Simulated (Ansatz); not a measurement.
Isolated molecules relaxed with PBE0-D4/def2-TZVP in Ansatz; ΔE leaves out vibrations. CCSD(T)/CBS adds triple-zeta CCSD(T) − MP2 to the extrapolated MP2 energy (def2 sets, frozen cores). This one scheme is used for every species. Each species was taken in one conformer, which may not be the lowest.

Consider the formal exchange of groups at the Si–Si bond: `O[SiH2][SiH](O)F` + `C=CCl` → `O[SiH2]/C=C/Cl` + `O[SiH2]F`.

| species | SCS-MP2/def2-TZVPP energy (Eh) |
| --- | --- |
| `O[SiH2][SiH](O)F` | -831.20902 |
| `C=CCl` | -537.50887 |
| `O[SiH2]/C=C/Cl` | -902.92746 |
| `O[SiH2]F` | -465.80512 |

**Question.** Work out ΔE.

**Answer.** ΔE = (-902.92746) + (-465.80512) − (-831.20902) − (-537.50887) = -0.01469 Eh = -38.6 kJ/mol. CCSD(T)/CBS gives -29.3 kJ/mol.

Largest T1 diagnostic among the species: 0.012.

From PBE to PBE0 (25 % exact exchange), in def2-TZVPP and without D4, ΔE moves by −5.1 kJ/mol.
